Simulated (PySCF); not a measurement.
As (SMILES [As]), quartet. Base run: PySCF with DF-PBE0/3-21G.

Here is a job for PySCF.
```python
from pyscf import gto, scf, dft

mol = gto.M(
    atom='''
As    0.000000    0.000000    0.000000
''',
    basis='3-21g',
    charge=0,
    spin=3,
    verbose=4,
)

mf = dft.UKS(mol)
mf.xc = 'pbe0'
mf = mf.density_fit(auxbasis='def2-universal-jkfit')
mf.kernel()
```

Each row names what was changed in the base input (with any setting that the change needs).

```json
[
 {"change": "base", "basis functions": "22", "E (Eh)": "-2224.77402", "HOMO (eV)": "-6.82"},
 {"change": "basis = STO-3G", "basis functions": "18", "E (Eh)": "-2210.27997", "HOMO (eV)": "-3.60"},
 {"change": "basis = cc-pVDZ", "basis functions": "27", "E (Eh)": "-2235.51323", "HOMO (eV)": "-7.03"},
 {"change": "basis = pcseg-1", "basis functions": "27", "E (Eh)": "-2235.28631", "HOMO (eV)": "-7.11"},
 {"change": "basis = 6-31G*", "basis functions": "32", "E (Eh)": "-2235.25308", "HOMO (eV)": "-7.11"},
 {"change": "basis = def2-SVP", "basis functions": "32", "E (Eh)": "-2235.26433", "HOMO (eV)": "-7.02"},
 {"change": "basis = aug-pcseg-1", "basis functions": "36", "E (Eh)": "-2235.28744", "HOMO (eV)": "-7.20"},
 {"change": "basis = def2-SVPD", "basis functions": "(withheld)", "E (Eh)": "(withheld)", "HOMO (eV)": "-7.03"},
 {"change": "basis = pc-2", "basis functions": "43", "E (Eh)": "-2235.58493", "HOMO (eV)": "-7.14"},
 {"change": "basis = def2-TZVPP", "basis functions": "(withheld)", "E (Eh)": "(withheld)", "HOMO (eV)": "-7.08"},
 {"change": "basis = def2-TZVPD", "basis functions": "(withheld)", "E (Eh)": "(withheld)", "HOMO (eV)": "-7.08"},
 {"change": "basis = aug-cc-pVTZ", "basis functions": "(withheld)", "E (Eh)": "(withheld)", "HOMO (eV)": "-7.14"},
 {"change": "basis = def2-QZVPP", "basis functions": "89", "E (Eh)": "-2235.58740", "HOMO (eV)": "-7.13"}
]
```

Problem. Complete the blanks.

Solution. 
- basis = def2-SVPD, basis functions: 38
- basis = def2-SVPD, E (Eh): -2235.26477
- basis = def2-TZVPP, basis functions: 48
- basis = def2-TZVPP, E (Eh): -2235.53908
- basis = def2-TZVPD, basis functions: 54
- basis = def2-TZVPD, E (Eh): -2235.53930
- basis = aug-cc-pVTZ, basis functions: 59
- basis = aug-cc-pVTZ, E (Eh): -2235.58153

Totals compare only among sets that treat the same electrons; sets with core potentials leave the core out.

Open shells are given as the SCF converged; they aren't shown to be the lowest states, and a large step between rows can be another state.
